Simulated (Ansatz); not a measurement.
Consider the formal exchange of groups at the Al–C bond: `[OH][AlH][CH2]O[SiH3]` + `C=COC=C` → `C=C[O][AlH][OH]` + `C=CCO[SiH3]`.

Program: Ansatz. Geometries: PBE0-D4/def2-TZVP. ΔE: electronic, gas phase. CBS: MP2 limit from def2 TZ/QZ plus the TZ coupled-cluster correction, frozen cores. DFT in def2-TZVPP. B3LYP here is the variant with VWN-RPA as its local correlation; programs differ in this. Each species was taken in one conformer, which may not be the lowest.

Question: Is it downhill or uphill in electronic energy at CCSD(T)/CBS, and by how much? (Estimate.)

Answer: Computed: Downhill: ΔE = -45.4 kcal/mol.

Question: What do these levels give: PBE0-D4, B3LYP-D4, ωB97X-V, ωB97M-V, PBE0, B3LYP, HF/def2-TZVPP, MP2/def2-TZVPP, CCSD/def2-TZVPP, HF/def2-QZVPP, MP2/CBS(def2), CCSD/CBS(def2)? (Estimate.)

Answer: Computed: PBE0-D4 -41.3, B3LYP-D4 -44.1, ωB97X-V -43.4, ωB97M-V -43.2, PBE0 -41.8, B3LYP -45.1, HF/def2-TZVPP -52.3, MP2/def2-TZVPP -46.5, CCSD/def2-TZVPP -46.6, HF/def2-QZVPP -52.6, MP2/CBS(def2) -46.7, CCSD/CBS(def2) -46.8 kcal/mol.

Largest T1 diagnostic among the species: 0.013.

The D4 term adds +1.0 kcal/mol with B3LYP and +0.5 kcal/mol with PBE0; it sums over pairs of atoms, weighted by their polarisabilities, and B3LYP, whose exchange is more repulsive, gets the larger term. In def2-TZVPP, CCSD(T) changes the Hartree–Fock value by +7.1 kcal/mol (the triples alone add +1.5 kcal/mol) and MP2 by +5.8 kcal/mol.
